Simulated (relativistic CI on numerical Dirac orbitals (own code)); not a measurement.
**Pt3+: 5p photoemission**

Computed with this model: Dirac-Coulomb-Breit CI, separate exchange-only KLI orbitals for each configuration, QED by a radiative potential, valence Slater integrals scaled by 0.9, multiplet model of photoemission in the sudden approximation; configurations [Xe] 4f14 5d7 → [Kr] 4d10 4f14 5s2 5p5 5d7; 300 K; Lorentzian 1.5 eV and Gaussian 0.6 eV FWHM. Energies are those of the free ion, without screening or charge transfer. The energies are binding energies and can lie tens of eV above those of solids. S is read from ⟨S²⟩ = S(S + 1).

Field parameters in Wybourne normalisation: D4h B²₀ = −7Ds, B⁴₀ = 21(Dq − Dt), B⁴₄ = 21√(5/14) Dq; Oh B⁴₀ = 21Dq, B⁴₄ = √(5/14) B⁴₀; Td as Oh with Dq negative (B⁴₀ = 21Dq, B⁴₄ = √(5/14) B⁴₀). The field is a parameter set, without covalency.

Computed curve for D4h, 10Dq = 41350, Ds = 770, Dt = 800 cm⁻¹, scaled to 100 at the maximum (points under 2 are left out and the grid is thinned):

Energy (eV), Intensity and a bar:
```
     87.8        2.0 
     88.4        2.4 
     89.0        2.8 
     89.6        3.4 
     90.2        4.3 #
     90.8        5.6 #
     91.4        7.5 ##
     92.0       10.8 ###
     92.6       16.9 #####
     93.2       30.1 #########
     93.8       58.8 ##################
     94.4       93.1 ############################
     95.0       98.5 ##############################
     95.6       83.6 #########################
     96.2       61.1 ##################
     96.8       44.7 #############
     97.4       34.9 ##########
     98.0       28.9 ########
     98.6       28.9 ########
     99.2       32.0 #########
     99.8       30.8 #########
    100.4       26.5 ########
    101.0       21.8 ######
    101.6       19.3 #####
    102.2       17.3 #####
    102.8       15.4 ####
    103.4       14.9 ####
    104.0       14.4 ####
    104.6       12.8 ###
    105.2       11.2 ###
    105.6       10.3 ###
    106.2        9.4 ##
    106.8        8.7 ##
    107.4        8.4 ##
    108.0        7.8 ##
    108.6        6.9 ##
    109.2        6.7 #
    109.8        7.2 ##
    110.4        8.9 ##
    111.0       12.3 ###
    111.6       18.7 #####
    112.2       32.4 #########
    112.8       47.0 ##############
    113.4       44.7 #############
    114.0       34.1 ##########
    114.6       29.6 #########
    115.2       22.4 ######
    115.8       16.1 ####
    116.4       14.5 ####
    117.0       15.8 ####
    117.6       16.8 #####
    118.2       15.4 ####
    118.8       11.7 ###
    119.4        8.2 ##
    120.0        6.6 #
    120.6        5.8 #
    121.2        5.1 #
    121.8        4.1 #
    122.4        3.1 
    123.0        2.2
```

The ground state has S = 0.57, and the centroid lies at 102.62 eV.
